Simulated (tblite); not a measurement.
Species: C5H12GeO2.
Z-matrix (Å and degrees, GFN2-xTB geometry), rows numbered from 1:
```
C 
C   1  1.5205
C   2  1.5207  1  112.05
Ge  2  2.0283  1  109.88  3  -122.89
O   4  1.7974  2  111.34  1   -62.24
C   5  1.4092  4  110.41  2   130.12
C   6  1.5360  5  108.79  4   -27.12
O   7  1.4095  6  108.84  5    34.78
H   1  1.0894  2  110.30  3    59.62
H   1  1.0893  2  110.40  3   -60.28
H   1  1.0898  2  110.47  3   179.79
H   2  1.0923  1  109.20  3   121.07
H   3  1.0892  2  110.23  1    61.01
H   3  1.0891  2  110.71  1  -178.86
H   3  1.0879  2  110.43  1   -58.98
H   4  1.5336  2  117.05  1   167.30
H   6  1.0925  5  108.28  4  -147.98
H   6  1.0950  5  109.64  4    92.80
H   7  1.0956  6  109.83  5   -85.27
H   7  1.0925  6  111.01  5   153.90
```

Calculated harmonic vibrations of the isolated species, GFN2-xTB (tblite), most abundant isotopes, no scaling. Against measured fundamentals such values can be off by several per cent, at times by over 20. Modes of hydrogen on germanium can be 10 to 20 % off. One conformer, not necessarily the lowest.

Harmonic wavenumbers (cm⁻¹): 31.2, 68.4, 82.8, 163.0, 183.4, 217.3, 231.8, 245.8, 286.9, 363.2, 395.3, 452.6, 491.8, 525.1, 567.1, 630.3, 654.9, 892.5, 920.1, 932.4, 940.8, 985.3, 1022.1, 1042.6, 1065.0, 1116.9, 1140.4, 1163.6, 1195.7, 1201.2, 1223.7, 1296.6, 1299.4, 1320.7, 1401.3, 1413.6, 1473.9, 1481.8, 1486.8, 1488.0, 1494.8, 1495.4, 1741.7, 2901.6, 2915.7, 2940.9, 2953.2, 2956.0, 3004.4, 3008.6, 3009.4, 3013.1, 3014.3, 3027.9.

A = 2732, B = 1046, C = 1000.0 MHz; mass 178.005 u (most abundant isotopes); point group C1, symmetry number 1.

Problem. What is the zero-point energy?

Solution. ½Σν̃ = 35286 cm⁻¹ = 100.89 kcal/mol.

Problem. Give the ideal-gas entropy at 298.15 K and 1 bar in the rigid-rotor, harmonic-oscillator model (classical rotation).

Solution. Translation 41.46, rotation 29.11, vibration 32.43: S = 103.0 cal/(mol K).

Problem. And Cp and H(298.15 K) − H(0)?

Solution. Cp = 40.29 cal/(mol K), of which vibrations give 32.34 (their classical limit is 54 R = 107.3); H(298.15 K) − H(0) = 7.37 kcal/mol without the zero-point energy, 5.00 from vibrations.

Problem. How do the functions run with temperature in this model?

Solution. 
| T (K) | S (cal/(mol K)) | Cp (cal/(mol K)) | H − H(0) (kcal/mol) | G − H(0) (kcal/mol) | ln q(vib) |
| --- | --- | --- | --- | --- | --- |
| 150 | 81.0 | 25.4 | 2.50 | -9.65 | 3.61 |
| 250 | 96.4 | 35.4 | 5.54 | -18.54 | 6.52 |
| 400 | 116.3 | 50.4 | 11.99 | -34.52 | 10.74 |
| 600 | 140.0 | 66.7 | 23.79 | -60.19 | 16.17 |
| 900 | 170.3 | 82.6 | 46.38 | -106.88 | 23.83 |

q(vib) and H(0) count from the zero-point level.

Problem. Which modes carry the vibrational entropy at 298.15 K?

Solution. 31.2 cm⁻¹: 5.75; 68.4 cm⁻¹: 4.20; 82.8 cm⁻¹: 3.82; 163.0 cm⁻¹: 2.51; 183.4 cm⁻¹: 2.29; 217.3 cm⁻¹: 1.98 cal/(mol K); the other 48 give 11.87 together.

Hindered rotation and anharmonicity are outside this model. Other conformers, if any are populated, would add a mixing term that is left out. The structure is chiral; the term R ln 2 for an equal mix with its mirror image is left out.
